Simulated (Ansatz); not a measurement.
Consider the cleavage of the Si–Si bond: `C[SiH2][SiH](Cl)Cl` + `CSS` → `C[SiH2]SSC` + `Cl[SiH2]Cl`.

Gas-phase electronic energies from Ansatz, PBE0-D4/def2-TZVP geometries. CBS: MP2 limit from def2 TZ/QZ plus the TZ coupled-cluster correction, frozen cores. DFT in def2-TZVPP. Each species was taken in one conformer, which may not be the lowest.

```tsv
level	ΔE (kJ/mol)
r2SCANh-D4	-60.3
revPBE	-47.6
LC-ωPBE	-56.5
HF/def2-TZVPP	-66.2
```

Question: What does CCSD(T)/CBS give? (Best estimate.)

Answer: Computed: -64.2 kJ/mol. The listed levels differ from it by 3.9, 16.6, 7.7, -2.0 kJ/mol.

Largest T1 diagnostic among the species: 0.011.

Leaving LDA and LC-ωPBE aside and taking each functional with its dispersion term where it has one, the values, not all of them listed here, spread over 14.0 kJ/mol, from ωB97M-V to PBE-D4. LDA lies −3.2 kJ/mol from PBE without D4. From BLYP to BHLYP (50 % exact exchange), in def2-TZVPP and without D4, ΔE moves by −9.2 kJ/mol.
